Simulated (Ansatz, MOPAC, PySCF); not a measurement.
Noncovalent pair: HF (SMILES F) (first 2 atoms) with SiH4 (SMILES [SiH4]); geometry from B3LYP-D3(BJ)/def2-TZVP.
(charge 0, multiplicity 1):
```xyz
7

F     -0.20220    -0.42935    -0.46784
H     -0.10079    -0.77049     0.39116
Si    -0.03858     0.13559     3.06352
H      0.04706    -1.01661     2.12283
H      1.04913     1.08375     2.74880
H      0.11493    -0.39663     4.43365
H     -1.35700     0.78090     2.90078
```

Monomers are frozen at their geometry in the pair; levels with a basis set take the counterpoise correction. Rows marked so take none.

Correlated levels freeze the cores. Rows in 3-21G, 6-31G* carry no dispersion term and start afresh at each structure (6-31G* with six Cartesian d functions). The state that AM1 reach isn't checked.

The values were computed with Ansatz (a first-principles code); MOPAC for AM1 (differences of heats of formation); PySCF for 3-21G rows, 6-31G* rows. Values without a source in brackets are computed.

Problem. One of these levels gives -7.6 kJ/mol for the interaction energy. Which one is it?
(A) AM1
(B) BP86/6-31G* (no counterpoise)
(C) SCS-MP2/aug-cc-pV(D+d)Z
(D) B3LYP/3-21G (no counterpoise)

Solution. B, BP86/6-31G* (no counterpoise). The others give 8.7 (AM1), -13.6 (B3LYP/3-21G (no counterpoise)), -2.4 (SCS-MP2/aug-cc-pV(D+d)Z)
